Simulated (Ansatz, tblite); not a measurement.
Removing and adding an electron: Si39H44, a nanocrystal cut from hexagonal silicon. Charge 0, multiplicity 1. Geometry: PBE-D4/def2-SVP. Ansatz, gas phase; energy differences of separate SCF runs; the oxidised species was run as a doublet alone; the reduced species was run as a doublet alone.

```xyz
83

Si    3.465   -0.354    3.568
Si    1.945   -2.094    4.009
Si    0.200   -1.421    5.459
Si    2.780   -3.702    0.611
Si    1.048   -2.837    1.966
Si   -0.538   -4.518    2.396
Si   -1.846   -1.421    4.288
Si   -2.191   -3.718    3.890
Si   -1.471   -5.238    0.362
Si    4.020    3.083    1.941
Si    2.420    1.441    2.470
Si    0.723    2.450    3.772
Si    3.275   -0.206   -0.897
Si    2.877   -2.473   -1.390
Si    1.529    0.650    0.447
Si   -0.033   -1.044    0.899
Si   -1.364    2.070    2.750
Si   -1.752   -0.204    2.279
Si    0.809   -2.651   -2.501
Si   -0.920   -1.780   -1.145
Si   -2.516   -3.460   -0.766
Si   -3.818   -0.374    1.162
Si   -4.355   -2.543    0.406
Si    2.939    4.903    0.910
Si    3.750    3.291   -2.464
Si    3.390    1.009   -2.909
Si    2.004    4.129   -1.103
Si    0.449    2.431   -0.635
Si   -1.274    3.293    0.737
Si    1.329    0.791   -4.026
Si    0.880   -1.463   -4.529
Si   -0.407    1.660   -2.676
Si   -2.003    0.013   -2.201
Si   -3.324    3.160   -0.402
Si   -3.723    0.884   -0.828
Si   -1.207   -1.631   -5.608
Si   -2.918   -0.763   -4.218
Si   -1.454    3.447   -3.781
Si   -3.190    4.337   -2.437
H     4.107    0.131    4.845
H     4.553   -0.877    2.662
H     2.685   -3.250    4.642
H     0.083   -2.451    6.557
H     0.504   -0.095    6.105
H     4.092   -3.606    1.352
H     2.513   -5.159    0.321
H     0.178   -5.682    3.044
H    -2.953   -0.861    5.151
H    -2.031   -4.439    5.207
H    -3.575   -4.008    3.372
H    -0.364   -5.768   -0.518
H    -2.455   -6.356    0.607
H     4.739    3.521    3.194
H     5.040    2.506    0.990
H     0.778    1.968    5.197
H     0.954    3.941    3.787
H     4.580   -0.076   -0.147
H     3.975   -2.984   -2.295
H    -2.493    2.589    3.611
H     0.512   -4.108   -2.775
H    -2.999   -3.958   -2.110
H    -4.907    0.166    2.060
H    -4.824   -3.456    1.507
H    -5.492   -2.381   -0.575
H     3.917    6.019    0.633
H     1.864    5.434    1.824
H     5.073    3.482   -1.763
H     3.795    4.060   -3.761
H     4.494    0.444   -3.773
H     1.285    5.245   -1.825
H    -0.952    4.737    1.053
H     1.374    1.594   -5.307
H     1.983   -2.017   -5.402
H    -4.427    3.713    0.470
H    -5.033    0.726   -1.568
H    -1.494   -3.078   -5.927
H    -1.169   -0.864   -6.907
H    -3.945   -1.829   -3.928
H    -3.616    0.380   -4.913
H    -0.433    4.515   -4.084
H    -2.017    2.956   -5.092
H    -2.923    5.796   -2.161
H    -4.505    4.232   -3.170
```

The xTB rows come from tblite. LC-ωPBE has ω = 0.4 bohr⁻¹. Single mean-field runs in def2-SVP are fitted with def2-universal-jkfit. HOMO above LUMO, or a gap near zero within one spin, warns that the state may not be the lowest or that an electron is smeared out.

```csv
level,−HOMO (eV),vertical IE (eV),−LUMO (eV),vertical EA (eV),HOMO–LUMO gap (eV),IE − EA (eV),remarks
GFN1-xTB,11.23,12.25,8.89,7.79,2.34,4.45,–
GFN2-xTB,8.62,9.71,6.07,4.91,2.55,4.80,–
PBE-D4/def2-SVP,5.73,7.04,2.51,1.42,3.22,5.61,"gap within one spin near zero (+1 doublet), gap within one spin near zero (-1 doublet)"
PBE0-D4/def2-SVP,6.63,7.52,1.91,1.20,4.73,6.32,–
LC-ωPBE/def2-SVP,8.80,8.27,0.06,0.56,8.74,7.71,–
```

   Raw xTB energy differences between charge states are shifted by several eV; the methods need an empirical correction for them. Sets without diffuse functions give affinities that are too small.
